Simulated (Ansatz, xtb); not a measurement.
**CH2ClF3Si: where a starting geometry ends**

The starting geometry of this gas-phase singlet was built from a drawn formula by distance geometry and a force field; its bonds are those of `[CH2+][Si-](F)(F)(F)Cl`.

```xyz
8

C     1.2565   -1.0953   -3.1519
Cl    2.3609   -1.5569   -1.0840
F    -0.6091   -0.1772   -2.2495
F     0.3106   -0.3232   -0.1731
F     1.5979    1.2804   -1.7865
Si    0.9063   -0.1251   -1.6489
H     0.6682   -1.9037   -3.4360
H     1.9966   -0.6827   -3.8464
```

Q: Where would you expect an optimisation with r2SCAN-D4/def2-SVP to take it?

A: It rearranges to `F[Si](F)(F)CCl`. Contacts that open: Cl2–Si6 (2.12 → 2.97 Å). Contacts that close: C1–Cl2 (2.39 → 1.80 Å).

The energy falls by 2.79 eV over 11 steps:

| step | E − E(last) (eV) |
| --- | --- |
| 1 | 2.791 |
| 2 | 1.890 |
| 3 | 1.200 |
| 4 | 0.619 |
| 5 | 0.246 |
| 7 | 0.027 |
| 8 | 0.003 |
| 9 | 0.001 |
| 10 | 0.000 |
| 11 | 0.000 |

Final geometry (Å):

```xyz
8

C     1.4690   -1.2339   -2.7505
Cl    2.9568   -1.7378   -1.8715
F    -0.7565    0.4906   -2.5162
F     0.1531   -0.5265   -0.3147
F     1.4778    1.3465   -1.5242
Si    0.5787    0.0426   -1.7475
H     0.8447   -2.1255   -2.9164
H     1.7643   -0.8397   -3.7352
```

From the same start GFN2-xTB reaches the same bonding as this run.

The end wasn't checked by frequencies. Run with Ansatz 0.2.0, 15 s on 2 threads of Intel(R) Xeon(R) 6975P-C (Granite Rapids), with other jobs on the host.
